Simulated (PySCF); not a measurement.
A series of related molecules.

All values: wB97X-D/def2-SVPD (PySCF) at PBE0-D3(BJ)/def2-SVP geometries, gas phase, one conformer each. Core orbitals are frozen in the response; Δα² is half the sum of the squared differences of the principal polarisabilities. The calculation is non-relativistic, for germanium too.

Problem. Rank by vertical ionisation energy (ΔSCF), lowest first.
A. `COCC1=C[CH2][GeH2][CH2]1`
B. `CC(C)C1=C[CH2][GeH2][CH2]1`
C. `FC(F)(F)OC1=C[CH2][GeH2][CH2]1`
D. `O=S(=O)(O)C1=C[CH2][GeH2][CH2]1`
E. `FC(F)(F)SC1=C[CH2][GeH2][CH2]1`

Solution. B (8.52 eV), A (8.82 eV), C (9.06 eV), E (9.42 eV), D (9.99 eV).

Problem. Rank by polarisability anisotropy Δα, highest first.
A. `[CH3:1]/[N:2]=[CH:3]\[C:4]1=[CH:5][CH2:6][GeH2:7][CH2:8]1` with N2–C3–C4–C5 -45°
B. `[CH3:1][CH:2]([CH3:3])[C:4]1=[CH:5][CH2:6][GeH2:7][CH2:8]1` with C1–C2–C4–C5 62°
C. `[F:1][C:2]([F:3])([F:4])[S:5][C:6]1=[CH:7][CH2:8][GeH2:9][CH2:10]1` with C2–S5–C6–C7 98°
D. `[O:1]=[S:2](=[O:3])([OH:4])[C:5]1=[CH:6][CH2:7][GeH2:8][CH2:9]1` with O1–S2–O4–H 154°, O1–S2–C5–C6 -135°
E. `[H]/[N:1]=[CH:2]\[C:3]1=[CH:4][CH2:5][GeH2:6][CH2:7]1` with N1–C2–C3–C4 180°
F. `[CH3:1][O:2][CH2:3][C:4]1=[CH:5][CH2:6][GeH2:7][CH2:8]1` with C1–O2–C3–C4 -176°, O2–C3–C4–C5 -129°

Solution. E (6.95 Å³), A (6.58 Å³), C (5.99 Å³), F (5.74 Å³), D (5.18 Å³), B (4.65 Å³).

Problem. Rank by HOMO energy, lowest first.
A. `FC(F)(F)SC1=C[CH2][GeH2][CH2]1`
B. `O=S(=O)(O)C1=C[CH2][GeH2][CH2]1`
C. `C1=C(/C=N\[H])[CH2][GeH2][CH2]1`
D. `FC(F)(F)OC1=C[CH2][GeH2][CH2]1`
E. `C/N=C\C1=C[CH2][GeH2][CH2]1`
F. `CC(C)C1=C[CH2][GeH2][CH2]1`

Solution. B (-9.94 eV), A (-9.30 eV), C (-9.07 eV), D (-8.95 eV), E (-8.71 eV), F (-8.51 eV).

All values together:

```json
{"SMILES": "FC(F)(F)OC1=C[CH2][GeH2][CH2]1", "formula": "C5H7F3GeO", "μ (D)": "2.19", "HOMO (eV)": "-8.95", "LUMO (eV)": "1.83", "α (Å³)": "13.68", "Δα (Å³)": "4.60", "electrons": "104", "α per electron (Å³)": "0.132", "ΔSCF removal energy (eV)": "9.06"}
{"SMILES": "CC(C)C1=C[CH2][GeH2][CH2]1", "formula": "C7H14Ge", "μ (D)": "0.52", "HOMO (eV)": "-8.51", "LUMO (eV)": "1.99", "α (Å³)": "16.52", "Δα (Å³)": "4.65", "electrons": "88", "α per electron (Å³)": "0.188", "ΔSCF removal energy (eV)": "8.52"}
{"SMILES": "O=S(=O)(O)C1=C[CH2][GeH2][CH2]1", "formula": "C4H8GeO3S", "μ (D)": "5.04", "HOMO (eV)": "-9.94", "LUMO (eV)": "0.73", "α (Å³)": "15.46", "Δα (Å³)": "5.18", "electrons": "104", "α per electron (Å³)": "0.149", "ΔSCF removal energy (eV)": "9.99"}
{"SMILES": "[H]/N=C\\C1=C[CH2][GeH2][CH2]1", "formula": "C5H9GeN", "μ (D)": "3.16", "HOMO (eV)": "-9.07", "LUMO (eV)": "0.58", "α (Å³)": "14.31", "Δα (Å³)": "6.95", "electrons": "78", "α per electron (Å³)": "0.183", "ΔSCF removal energy (eV)": "9.16"}
{"SMILES": "COCC1=C[CH2][GeH2][CH2]1", "formula": "C6H12GeO", "μ (D)": "1.36", "HOMO (eV)": "-8.76", "LUMO (eV)": "2.04", "α (Å³)": "15.70", "Δα (Å³)": "5.74", "electrons": "88", "α per electron (Å³)": "0.178", "ΔSCF removal energy (eV)": "8.82"}
{"SMILES": "C/N=C\\C1=C[CH2][GeH2][CH2]1", "formula": "C6H11GeN", "μ (D)": "2.20", "HOMO (eV)": "-8.71", "LUMO (eV)": "0.88", "α (Å³)": "16.01", "Δα (Å³)": "6.58", "electrons": "86", "α per electron (Å³)": "0.186", "ΔSCF removal energy (eV)": "8.77"}
{"SMILES": "FC(F)(F)SC1=C[CH2][GeH2][CH2]1", "formula": "C5H7F3GeS", "μ (D)": "2.75", "HOMO (eV)": "-9.30", "LUMO (eV)": "1.02", "α (Å³)": "16.25", "Δα (Å³)": "5.99", "electrons": "112", "α per electron (Å³)": "0.145", "ΔSCF removal energy (eV)": "9.42"}
```

Conformers: `[F:1][C:2]([F:3])([F:4])[O:5][C:6]1=[CH:7][CH2:8][GeH2:9][CH2:10]1` with C2–O5–C6–C7 -3°; `[CH3:1][CH:2]([CH3:3])[C:4]1=[CH:5][CH2:6][GeH2:7][CH2:8]1` with C1–C2–C4–C5 62°; `[O:1]=[S:2](=[O:3])([OH:4])[C:5]1=[CH:6][CH2:7][GeH2:8][CH2:9]1` with O1–S2–O4–H 154°, O1–S2–C5–C6 -135°; `[H]/[N:1]=[CH:2]\[C:3]1=[CH:4][CH2:5][GeH2:6][CH2:7]1` with N1–C2–C3–C4 180°; `[CH3:1][O:2][CH2:3][C:4]1=[CH:5][CH2:6][GeH2:7][CH2:8]1` with C1–O2–C3–C4 -176°, O2–C3–C4–C5 -129°; `[CH3:1]/[N:2]=[CH:3]\[C:4]1=[CH:5][CH2:6][GeH2:7][CH2:8]1` with N2–C3–C4–C5 -45°; `[F:1][C:2]([F:3])([F:4])[S:5][C:6]1=[CH:7][CH2:8][GeH2:9][CH2:10]1` with C2–S5–C6–C7 98°.

Problem. By how much does the ΔSCF value exceed −ε(HOMO) over the species that have both?

Solution. By 0.00 to 0.12 eV, 0.07 eV on average, over 7 species.
